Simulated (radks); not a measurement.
The numbers below are computed, except where a source is named.
Nd3+, 57 electrons, occupied as [Xe] 4f2 5f1 (not the ground configuration). Level of theory: Dirac Kohn-Sham, PBE, spin-unpolarised, spherical densities, point nucleus; open shells are shared between the two j in proportion to 2j + 1 (a radial shooting solver on a logarithmic mesh with Libxc functionals).

Unscreened Slater integrals over Kohn-Sham orbitals (hartree). Large and small components are both included.

integral             value
F0(5f7/2,5f7/2)    0.21522
F2(5f7/2,5f7/2)    0.11448
F4(5f7/2,5f7/2)   0.076039
F6(5f7/2,5f7/2)   0.056137
F0(5f7/2,5f5/2)    0.21554
F2(5f7/2,5f5/2)    0.11462
F4(5f7/2,5f5/2)   0.076116
G2(5f7/2,5f5/2)    0.11461
G4(5f7/2,5f5/2)   0.076111
G6(5f7/2,5f5/2)   0.056183
F0(5f7/2,4f7/2)    0.28443
F2(5f7/2,4f7/2)   0.038527
F4(5f7/2,4f7/2)   0.015443
F6(5f7/2,4f7/2)  0.0095413
G0(5f7/2,4f7/2)   0.014095
G2(5f7/2,4f7/2)   0.014248
G4(5f7/2,4f7/2)   0.010302
G6(5f7/2,4f7/2)  0.0077794
F0(5f7/2,4f5/2)    0.28457
F2(5f7/2,4f5/2)   0.038260
F4(5f7/2,4f5/2)   0.015338
G2(5f7/2,4f5/2)   0.014215
G4(5f7/2,4f5/2)   0.010263
G6(5f7/2,4f5/2)  0.0077466
F0(5f5/2,5f5/2)    0.21586
F2(5f5/2,5f5/2)    0.11477
F4(5f5/2,5f5/2)   0.076197
F0(5f5/2,4f7/2)    0.28515
F2(5f5/2,4f7/2)   0.038648
F4(5f5/2,4f7/2)   0.015447
G2(5f5/2,4f7/2)   0.014114
G4(5f5/2,4f7/2)   0.010224
G6(5f5/2,4f7/2)  0.0077249
F0(5f5/2,4f5/2)    0.28530
F2(5f5/2,4f5/2)   0.038377
F4(5f5/2,4f5/2)   0.015339
G0(5f5/2,4f5/2)   0.013982
G2(5f5/2,4f5/2)   0.014132
G4(5f5/2,4f5/2)   0.010218
F0(4f7/2,4f7/2)     1.0166
F2(4f7/2,4f7/2)    0.48622
F4(4f7/2,4f7/2)    0.30559
F6(4f7/2,4f7/2)    0.21999
F0(4f7/2,4f5/2)     1.0206
F2(4f7/2,4f5/2)    0.48813
F4(4f7/2,4f5/2)    0.30680
G2(4f7/2,4f5/2)    0.48727
G4(4f7/2,4f5/2)    0.30629
G6(4f7/2,4f5/2)    0.22050
F0(4f5/2,4f5/2)     1.0246
F2(4f5/2,4f5/2)    0.49008
F4(4f5/2,4f5/2)    0.30805
